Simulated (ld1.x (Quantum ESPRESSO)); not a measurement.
# iron: excitation energies, all-electron against PAW

- Element: Fe (Z = 26)
- Generator: ld1.x (Quantum ESPRESSO) 7.5
- Type: PAW
- Functional: Wu–Cohen
- Relativity: scalar-relativistic
- Frozen core: [Ar]
- Valence charge: 8
- Reference configuration: 3d6 4s1 4p0 (charge +1)
- Partial waves: 4s (bound): rcut 1.85, rcutus 2.60 bohr; 4s channel at -0.4 Ry: rcut 1.85, rcutus 2.60 bohr; 4p (bound, empty): rcut 2.65, rcutus 3.00 bohr; 4p channel at 2.7 Ry: rcut 2.65, rcutus 3.00 bohr; 3d (bound): rcut 1.55, rcutus 2.00 bohr; 3d channel at -0.4 Ry: rcut 1.55, rcutus 2.00 bohr
- Local potential: all-electron potential smoothed inside 3.00 bohr (lloc = -1)
- Core correction: Bessel-smoothed model core inside 1.95 bohr
- Augmentation charge: BESSEL, radius 1.20 bohr

Energies are relative to the spin-unpolarised reference configuration 3d6 4s1 4p0; without spin polarisation the order of configurations can differ from experiment. Not all tests gave a result: 3 of 7 tests not solved or not reliable. Left out of the table: 3d5 4s0 4p0 (solver errors, printed error -315 eV); 3d7 4s0 4p0 (solver errors, printed error -504 eV); 3d4 4s0 4p0 (solver errors, printed error -225 eV).

```csv
valence configuration,charge,ΔE all-electron (eV),error AE − PS (meV)
3d6 4s2 4p0,0,-8.761,+0.2
3d6 4s1.5 4p0,+0.5,-5.258,+0.2
```

Q: What are ΔE and the potential's error for 3d6 4s0 4p0?

A: ΔE = 16.091 eV all-electron; the error (AE − PS) is -7.0 meV.

Q: What are ΔE and the potential's error for 3d6.5 4s1.5 4p0?

A: ΔE = -9.490 eV all-electron; the error (AE − PS) is -16 meV.

Levels in the configuration 3d6 4s2 4p0:

| level | all-electron (eV) | pseudo (eV) |
| --- | --- | --- |
| 3d | -7.537 | -7.542 |
| 4s | -5.325 | -5.324 |
